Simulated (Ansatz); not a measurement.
`OB(Br)Br` + CH₃OH → `COB(O)Br` + HBr at 400 K and 1 bar (ligand exchange at a B–Br bond).

Program: Ansatz. Geometries: PBE0-D4/def2-TZVP. ΔE: electronic, gas phase. CCSD(T)/CBS adds triple-zeta CCSD(T) − MP2 to the extrapolated MP2 energy (def2 sets, frozen cores). This one scheme is used for every species. For Br outer-core shells are correlated without core-valence functions, which leaves a few kJ/mol of doubt a bond. Scalar relativity is left out up to krypton. One conformer a species, not always the lowest.

| species | CCSD(T)/CBS energy (Eh) | H − E (kJ/mol) | S (J/(mol·K)) |
| --- | --- | --- | --- |
| `OB(Br)Br` | -5247.33602 | 76.2 | 340.5 |
| CH₃OH | -115.61712 | 151.2 | 252.6 |
| `COB(O)Br` | -2789.05740 | 194.6 | 370.5 |
| HBr | -2573.91920 | 27.6 | 207.2 |

H − E and S are ideal-gas, rigid-rotor, harmonic terms from PBE0-D4/def2-TZVP, for one conformer and one mirror image of each species. 1 Eh = 2625.50 kJ/mol, R = 8.31446 J/(mol·K).

**Question.** By hand: ΔE, ΔH, ΔS and ΔG.

**Answer.** ΔE = (-2789.05740) + (-2573.91920) − (-5247.33602) − (-115.61712) = -0.02346 Eh = -61.6 kJ/mol. Δ(H − E) = 194.6 + 27.6 − 76.2 − 151.2 = -5.2, so ΔH = -66.8 kJ/mol. ΔS = 370.5 + 207.2 − 340.5 − 252.6 = -15.4 J/(mol·K). ΔG = -66.8 − 400 × (-15.4)/1000 = -60.6 kJ/mol.

**Question.** By hand: the equilibrium constant, and the temperature at which ΔG would vanish if ΔH and ΔS stayed fixed.

**Answer.** log₁₀ K = −ΔG/(RT ln 10) = 7.9. ΔG = 0 at ΔH/ΔS = 4338 K, far beyond where these terms or the molecules hold.

ΔH outweighs TΔS. A doubt of 5 kJ/mol in ΔE shifts log₁₀ K by 0.7 here. Other conformers and mirror images would add mixing entropy, several J/(mol·K) or more a flexible species. These are equilibria of isolated gas molecules and say nothing of rates. Largest T1 diagnostic: 0.011 (customary marks: 0.02 for closed shells, 0.045 for open ones).
